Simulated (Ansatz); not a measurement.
Basis-set extrapolation for C₃H₁₀AlB (`CCC[BH][AlH2]`) (PBE0-D4/def2-TZVP geometry, frozen core, Ansatz). Multiplicity 1, RHF reference.

|  | def2-TZVPP | def2-QZVPP |
| --- | --- | --- |
| HF | -386.040269 | -386.054222 |
| MP2 correlation | -0.708986 | -0.753812 |
| CCSD(T) correlation | -0.804900 | not run |

Energies in hartree. Use E(X) = E(∞) + A·exp(−7.88·√X) for Hartree–Fock and E(X) = E(∞) + B·X^(−2.97) for correlation, with X = 3 and 4, and add CCSD(T) minus MP2 of the smaller set to the MP2 limit.

Task: What is the CCSD(T) energy at the basis-set limit?

Result: HF limit: -386.054222 + (-0.013953) × 0.13774 = -386.05614. MP2 limit: -0.753812 + (-0.044826) × 0.74074 = -0.78702. Higher-order term: -0.804900 − (-0.708986) = -0.09591. Total: -386.93907 hartree, 58.9 kcal/mol below CCSD(T)/def2-TZVPP.
